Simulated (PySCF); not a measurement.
## Peak assignment

Molfile (atoms numbered from 1):
```
C6H10OSi2
     RDKit          3D

 19 20  0  0  0  0  0  0  0  0999 V2000
   -1.9545    2.4362    0.0093 O   0  0  0  0  0  0  0  0  0  0  0  0
   -0.8628    1.9509    0.0770 C   0  0  0  0  0  0  0  0  0  0  0  0
    0.3672    1.9884   -0.8069 C   0  0  0  0  0  0  0  0  0  0  0  0
    1.0635    1.0195    0.1740 C   0  0  2  0  0  0  0  0  0  0  0  0
    0.7044   -0.4242   -0.1039 C   0  0  0  0  0  0  0  0  0  0  0  0
    1.4778   -1.6850   -1.2466 Si  0  0  0  0  0  4  0  0  0  0  0  0
   -0.3892   -0.3972    0.6888 C   0  0  0  0  0  0  0  0  0  0  0  0
   -1.7876   -1.5725    1.1014 Si  0  0  0  0  0  4  0  0  0  0  0  0
   -0.1840    1.0519    1.0914 C   0  0  2  0  0  0  0  0  0  0  0  0
    0.2415    1.6382   -1.8293 H   0  0  0  0  0  0  0  0  0  0  0  0
    0.8037    2.9862   -0.8251 H   0  0  0  0  0  0  0  0  0  0  0  0
    2.0669    1.2675    0.5060 H   0  0  0  0  0  0  0  0  0  0  0  0
    2.6179   -2.3109   -0.5711 H   0  0  0  0  0  0  0  0  0  0  0  0
    1.9554   -0.9791   -2.4404 H   0  0  0  0  0  0  0  0  0  0  0  0
    0.4721   -2.6837   -1.6046 H   0  0  0  0  0  0  0  0  0  0  0  0
   -2.7473   -1.5923   -0.0037 H   0  0  0  0  0  0  0  0  0  0  0  0
   -1.2143   -2.9047    1.3042 H   0  0  0  0  0  0  0  0  0  0  0  0
   -2.4265   -1.0989    2.3295 H   0  0  0  0  0  0  0  0  0  0  0  0
   -0.2143    1.3191    2.1425 H   0  0  0  0  0  0  0  0  0  0  0  0
  1  2  2  0
  2  3  1  0
  3  4  1  0
  4  5  1  0
  5  6  1  0
  5  7  2  0
  7  8  1  0
  7  9  1  0
  9  2  1  0
  9  4  1  0
  3 10  1  0
  3 11  1  0
  4 12  1  1
  6 13  1  0
  6 14  1  0
  6 15  1  0
  8 16  1  0
  8 17  1  0
  8 18  1  0
  9 19  1  1
M  END
```

- coordinates at the GFN2-xTB level
- σ from GIAO-PBE0/pcSseg-1
- program: PySCF
- one conformer, non-relativistic Hamiltonian, isolated molecule, fast rotation and ring inversion assumed for equivalent nuclei

Referencing at the same level of theory: 13C (186.93 ppm), 1H (31.72 ppm) vs TMS.

Question: Assign these signals to the numbered atoms. 13C{1H} NMR (computed): δ 210.7 (C), 182.3 (C), 170.9 (C), 78.2 (CH), 45.4 (CH2), 39.6 (CH).

Answer: 
| δ (ppm) | atoms | environment | reason |
| --- | --- | --- | --- |
| 210.7 | C2 | ketone carbonyl carbon | the double bond to the heteroatom, with no lone-pair donor beside it, deshields it most |
| 182.3 | C5 | fully substituted alkene carbon | – |
| 170.9 | C7 | fully substituted alkene carbon | – |
| 78.2 | C9 | sp3 CH α to a carbonyl | – |
| 45.4 | C3 | sp3 CH2 α to a carbonyl | α to the electron-withdrawing carbonyl group |
| 39.6 | C4 | allylic sp3 CH | aliphatic region, no heteroatom directly attached |

Question: Assign these signals to the numbered atoms. 1H NMR (400 MHz, computed): δ 4.29 (m, 1H), 4.18 (s, 3H), 4.15 (s, 3H), 3.36 (m, 1H), 2.86 (m, 1H), 2.82 (m, 1H).

Answer: 
| δ (ppm) | atoms | environment | reason |
| --- | --- | --- | --- |
| 4.29 | H19 | hydrogen on an sp3 CH α to a carbonyl | – |
| 4.18 | H16/H17/H18 | hydrogen on a silicon bonded to C | – |
| 4.15 | H13/H14/H15 | hydrogen on a silicon bonded to C | – |
| 3.36 | H12 | hydrogen on an allylic sp3 CH | – |
| 2.86 | H11 | hydrogen on an sp3 CH2 α to a carbonyl | α to C=O |
| 2.82 | H10 | hydrogen on an sp3 CH2 α to a carbonyl | – |

H19 and H16/H17/H18; H16/H17/H18 and H13/H14/H15; H11 and H10 lie closer than the usual error of such a calculation, so a measured spectrum could show them in the other order.

Shifts are as computed. Against solution values, carbons near 30 ppm lie about +3 ppm off and those near 130 ppm about +5 ppm. Of 1309 compounds with measured shifts, 239 miss one by over three times the rms of a fit or turn the order of signals round; such compounds aren't used in these exercises. Multiplicities follow the n + 1 count of equivalent neighbours, as no J values were calculated; m marks all less simple cases, F and P coupling included.
